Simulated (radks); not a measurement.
The numbers below are computed, except where a source is named.
How relativity changes the ionisation of the rhodium ion Rh+ ([Kr] 4d8) to Rh2+ ([Kr] 4d7). Spin-unpolarised spherical Kohn-Sham, PBE, point nucleus unless stated (finite: rms radius 4.4945 fm), a radial shooting solver on a logarithmic mesh with Libxc functionals. A level marked "c x" has the speed of light scaled by that factor and shares open shells by 2j + 1; other Dirac levels either fill j = l - 1/2 first or share by 2j + 1.

non-rel.: E(Rh+) (hartree) -4687.34963; E(Rh2+) (hartree) -4686.62263; IE (eV) 19.783; HOMO 4d; <r> HOMO (bohr) 1.529
scalar-rel.: E(Rh+) (hartree) -4783.84167; E(Rh2+) (hartree) -4783.12466; IE (eV) 19.511; HOMO 4d; <r> HOMO (bohr) 1.545
scalar-rel., finite nucleus: E(Rh+) (hartree) -4783.75670; E(Rh2+) (hartree) -4783.03969; IE (eV) 19.511; HOMO 4d; <r> HOMO (bohr) 1.545
Dirac, 2j+1 shares: E(Rh+) (hartree) -4784.75203; E(Rh2+) (hartree) -4784.03502; IE (eV) 19.511; HOMO 4d5/2; <r> HOMO (bohr) 1.554
Dirac, low j first: E(Rh+) (hartree) -4784.76383; E(Rh2+) (hartree) -4784.05465; IE (eV) 19.298; HOMO 4d5/2; <r> HOMO (bohr) 1.556
Dirac, 2j+1 shares, finite nucleus: E(Rh+) (hartree) -4784.66687; E(Rh2+) (hartree) -4783.94986; IE (eV) 19.511; HOMO 4d5/2; <r> HOMO (bohr) 1.554
Dirac, c x 1.25: E(Rh+) (hartree) -4748.46779; E(Rh2+) (hartree) -4747.74726; IE (eV) 19.606; HOMO 4d5/2; <r> HOMO (bohr) 1.545
Dirac, c x 5: E(Rh+) (hartree) -4691.05079; E(Rh2+) (hartree) -4690.32420; IE (eV) 19.771; HOMO 4d5/2; <r> HOMO (bohr) 1.530
Dirac, c x 10: E(Rh+) (hartree) -4688.27350; E(Rh2+) (hartree) -4687.54660; IE (eV) 19.780; HOMO 4d5/2; <r> HOMO (bohr) 1.530

NIST Atomic Spectra Database: 18.080 eV (semi-empirical). The relativistic part of the total energy of Rh+ is -97.32 hartree (Dirac, 2j+1 shares, finite nucleus), 2.1 % of the non-relativistic value. Spin polarisation and multiplet splitting of open shells are left out at every level.

Beside tabulated values, note that relativity, absent from the non-relativistic runs, is large for the heavy elements, and spin-unpolarised runs miss the spin-polarisation part of the exchange energy of open shells.
